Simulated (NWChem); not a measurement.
Plane-wave run on Si (space group Fd-3m)

```xyz
2
Lattice="0.0000 2.7218 2.7218 2.7218 0.0000 2.7218 2.7218 2.7218 0.0000" Properties=species:S:1:pos:R:3 pbc="T T T"
Si     1.3609     1.3609     1.3609
Si     0.0000     0.0000     0.0000
```

Program: NWChem. Origin of the cell: Materials Project cell, not relaxed here.

Norm-conserving pseudopotentials with valence charges Si 4, fixed occupations, no spin-orbit coupling, density cut at twice the wavefunction cutoff.

Level: LDA (Vosko), HGH, cutoff 15 Ha, density from a 4×4×4 mesh. Bands run along Γ–X–U|K–Γ–L–W–X with k in units of the cell's reciprocal vectors.

Question: What gap does the band structure show, and how wide is the group of occupied bands?

Answer: It shows an indirect gap along this path of 0.52 eV from Γ to (0.44, 0.00, 0.44) (smallest direct gap on this path 2.55 eV). The 4 occupied bands reach 11.9 eV below the valence-band top.
